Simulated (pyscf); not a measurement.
**H₃Si–NH–Si(Cl)(Cl)–Cl, singlet**

Gas-phase minimum from PySCF at ωB97X-D3(BJ)/def2-SVP, one conformer. 

```
N
H 1 1.0171
Si 1 1.6972 2 116.97
Si 1 1.7612 2 116.18 3 179.94
H 4 1.4879 1 111.46 2 -119.19
H 4 1.4879 5 108.96 1 123.44
H 4 1.4896 5 109.67 6 120.05
Cl 3 2.0439 1 112.68 2 -60.16
Cl 3 2.0440 1 112.73 2 60.53
Cl 3 2.0441 1 106.52 2 -179.82
```
Charge 0, spin multiplicity 1.

Properties at ωB97X-D3(BJ)/def2-SVP:

```
Property                                                                                                                                                                                                                                          Value
---------------------------------------------------------------------------------------------------------------------  --------------------------------------------------------------------------------------------------------------------------------
Harmonic wavenumbers, unscaled                                                                                         25, 116, 125, 144, 170, 216, 230, 300, 380, 466, 629, 633, 675, 725, 808, 951, 959, 976, 1016, 1204, 2272, 2274, 2279, 3637 cm⁻¹
Zero-point energy                                                                                                                                                                                                                         30.3 kcal/mol
Rotational symmetry number                                                                                                                                                                                                                            1
Entropy of this conformer at 298 K and 1 atm, rigid rotor and harmonic oscillator, modes under 100 cm⁻¹ raised to 100                                                                                                                   400.1 J/(mol K)
Dipole moment                                                                                                                                                                                                                                    2.02 D
```

Single-point totals, which compare only within one level:

```csv
level,total energy (hartree)
ωB97X-D3(BJ)/def2-TZVP,-2017.14223
PBE/def2-TZVP,-2016.10792
r²SCAN/def2-TZVP,-2016.87676
B3LYP-D3(BJ)/def2-TZVP,-2017.15343
PBE0-D3(BJ)/def2-TZVP,-2016.29711
M06-2X/def2-TZVP,-2016.94313
ωB97M-D3(BJ)/def2-TZVP,-2017.30375
```

The lowest mode is so soft that the shape along it may change with the basis. Soft torsions are taken as harmonic, which can shift the entropy by several J/(mol K).
